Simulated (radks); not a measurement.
Q: These are the eigenvalues of the occupied orbitals of an atom or ion with whole-number occupations (eV). Method: Dirac Kohn-Sham, AM05, spin-unpolarised, spherical densities, finite nucleus; Fermi nuclear charge, rms radius of each element as measured or else 0.836 A^(1/3) + 0.57 fm; computed with a radial shooting solver on a logarithmic mesh with Libxc functionals.

| orbital | eigenvalue |
|---|---|
| 1s1/2 | -90427.25 |
| 2s1/2 | -16269.79 |
| 2p1/2 | -15643.98 |
| 2p3/2 | -13327.35 |
| 3s1/2 | -3957.883 |
| 3p1/2 | -3672.931 |
| 3p3/2 | -3154.330 |
| 3d3/2 | -2683.518 |
| 3d5/2 | -2573.460 |
| 4s1/2 | -939.3720 |
| 4p1/2 | -815.1918 |
| 4p3/2 | -687.1569 |
| 4d3/2 | -484.1957 |
| 4d5/2 | -460.2833 |
| 5s1/2 | -198.2950 |
| 4f5/2 | -196.5972 |
| 4f7/2 | -191.0997 |
| 5p1/2 | -155.0421 |
| 5p3/2 | -130.1591 |
| 5d3/2 | -69.3373 |
| 5d5/2 | -66.2071 |
| 6s1/2 | -50.9016 |

Which element is it, and in what charge state? The configuration may be excited. Open shells, if any, fill j = l - 1/2 first.

A: Z = 83, bismuth, charge +4: Bi4+ in [Xe] 4f14 5d10 6s1. The list shows which subshells hold electrons but not how many an open one holds; the 1s level, -3323.1 hartree, gives Z - s = 81.5 by -(Z - s)^2/2, which with screening and relativity narrows Z to a few neighbours, and the depths of the outer levels then fix element, charge and occupations together.
